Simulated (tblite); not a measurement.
Species: C7H9N (charge +1 and doublet state).
Numbering: `[NH2+:1][CH2:2][C:3]1=[CH:4][C@@H:5]2[CH:6]=[CH:7][C@H:8]12` (hydrogens: H9, H10 on N1; H11, H12 on C2; H13 on C4; H14 on C5; H15 on C6; H16 on C7; H17 on C8)
Bond orders are those of one Lewis drawing.

Computed with GFN2-xTB (tblite), gas phase: L-BFGS steps from a force-field or distance-geometry start until the largest atomic force falls under 0.01 eV/Å.

Step 23: E = -595.8796 eV
```
atom  x, y, z in Å  |  force x, y, z in eV/Å
N1      2.7558   -0.2398   -0.0741   -0.038  -0.024  -0.040
C2      1.5976   -0.0138   -0.8482    0.046   0.007   0.018
C3      0.3914   -0.0618    0.0789   -0.033  -0.047  -0.024
C4     -0.1284   -0.9636    0.9123    0.041  -0.003   0.054
C5     -1.3125   -0.0940    1.2349    0.023  -0.016   0.004
C6     -2.4274   -0.2033    0.2308   -0.014   0.016  -0.041
C7     -1.8812    0.6447   -0.6566    0.003   0.046  -0.007
C8     -0.7113    0.9663    0.2212   -0.043   0.009   0.041
H9      3.1045    0.5094    0.5094    0.000  -0.072  -0.083
H10     2.9166   -1.1769    0.2656    0.039   0.030   0.028
H11     1.6523    0.9598   -1.3394   -0.038   0.004   0.033
H12     1.4806   -0.8050   -1.5984    0.052   0.034   0.036
H13     0.1012   -1.9656    1.2138    0.048   0.023   0.032
H14    -1.5191    0.1548    2.2685   -0.010  -0.013  -0.001
H15    -3.3677   -0.7161    0.2962   -0.060  -0.003  -0.005
H16    -2.1737    1.0220   -1.6153   -0.011   0.019  -0.040
H17    -0.4856    1.9947    0.4704   -0.005  -0.008  -0.004
```

Step 24: E = -595.8809 eV
```
atom  x, y, z in Å  |  force x, y, z in eV/Å
N1      2.7579   -0.2395   -0.0788   -0.010  -0.039  -0.029
C2      1.5963   -0.0133   -0.8441    0.015   0.023   0.002
C3      0.3910   -0.0639    0.0843   -0.036  -0.033  -0.025
C4     -0.1315   -0.9654    0.9153    0.046   0.004   0.059
C5     -1.3140   -0.0925    1.2355   -0.016  -0.062   0.016
C6     -2.4281   -0.1997    0.2300   -0.018  -0.015  -0.060
C7     -1.8772    0.6435   -0.6588   -0.026   0.048  -0.011
C8     -0.7119    0.9654    0.2246   -0.015   0.001  -0.012
H9      3.1159    0.5089    0.4987    0.004  -0.045  -0.069
H10     2.9210   -1.1756    0.2605    0.042   0.001   0.036
H11     1.6458    0.9610   -1.3321   -0.028   0.038   0.013
H12     1.4764   -0.8008   -1.5970    0.046   0.012   0.029
H13     0.0984   -1.9667    1.2177    0.043   0.014   0.039
H14    -1.5237    0.1555    2.2676   -0.008  -0.008   0.035
H15    -3.3683   -0.7137    0.2932   -0.053   0.011   0.000
H16    -2.1656    1.0158   -1.6211   -0.002   0.022  -0.026
H17    -0.4893    1.9931    0.4744    0.016   0.026   0.001
```

Step 25: E = -595.8823 eV
```
atom  x, y, z in Å  |  force x, y, z in eV/Å
N1      2.7599   -0.2399   -0.0846    0.037  -0.030  -0.005
C2      1.5949   -0.0120   -0.8395   -0.025   0.030  -0.010
C3      0.3899   -0.0665    0.0899   -0.032  -0.011  -0.019
C4     -0.1339   -0.9671    0.9199    0.034   0.010   0.048
C5     -1.3161   -0.0922    1.2366   -0.053  -0.083   0.019
C6     -2.4289   -0.1966    0.2279   -0.019  -0.042  -0.059
C7     -1.8733    0.6429   -0.6613   -0.054   0.039  -0.009
C8     -0.7128    0.9646    0.2281    0.009  -0.007  -0.061
H9      3.1285    0.5078    0.4860    0.012  -0.017  -0.056
H10     2.9267   -1.1744    0.2554    0.036  -0.033   0.039
H11     1.6384    0.9634   -1.3241   -0.014   0.063   0.001
H12     1.4721   -0.7962   -1.5945    0.033  -0.011   0.011
H13     0.0952   -1.9681    1.2222    0.043   0.004   0.049
H14    -1.5289    0.1558    2.2677   -0.008  -0.007   0.051
H15    -3.3699   -0.7108    0.2900   -0.035   0.029   0.000
H16    -2.1562    1.0092   -1.6280    0.006   0.027  -0.005
H17    -0.4926    1.9922    0.4782    0.031   0.039   0.005
```

**Question.** Estimate the geometry and energy of step 26. (The exact step hangs on the optimiser's Hessian estimate; all steps are aligned on step 25, rigid shifts and turns removed.)

**Answer.** E = -595.8840 eV, largest force 0.107 eV/Å
```
atom  x, y, z in Å  |  force x, y, z in eV/Å
N1      2.7632   -0.2410   -0.0920    0.067  -0.033   0.003
C2      1.5930   -0.0099   -0.8338   -0.051   0.033  -0.010
C3      0.3879   -0.0701    0.0965   -0.020   0.017  -0.008
C4     -0.1362   -0.9691    0.9265    0.010   0.013   0.026
C5     -1.3196   -0.0933    1.2381   -0.074  -0.076   0.010
C6     -2.4303   -0.1934    0.2243   -0.013  -0.064  -0.039
C7     -1.8697    0.6429   -0.6643   -0.077   0.021  -0.004
C8     -0.7139    0.9635    0.2313    0.019  -0.019  -0.093
H9      3.1442    0.5059    0.4688    0.033   0.033  -0.026
H10     2.9345   -1.1734    0.2500    0.020  -0.060   0.032
H11     1.6289    0.9675   -1.3142    0.005   0.074  -0.005
H12     1.4677   -0.7905   -1.5914    0.009  -0.031  -0.009
H13     0.0926   -1.9696    1.2290    0.042  -0.004   0.060
H14    -1.5356    0.1561    2.2685   -0.010  -0.014   0.047
H15    -3.3728   -0.7067    0.2860   -0.014   0.047  -0.003
H16    -2.1448    1.0017   -1.6366    0.010   0.035   0.019
H17    -0.4962    1.9914    0.4831    0.045   0.029   0.001
```

The energy changes by -0.0017 eV. The first-order estimate −F·Δx gives -0.0023 eV and the mean of the old and new forces, exact on a quadratic surface, -0.0017 eV. The step makes an angle of 77° with the force vector and moves no atom by more than 0.023 Å.

The cost below is that of the whole relaxation. Time: 4.3 s wall, 2.8 s CPU. Hardware: an Intel Xeon at 2.50 GHz with one thread, no GPU, shared host.
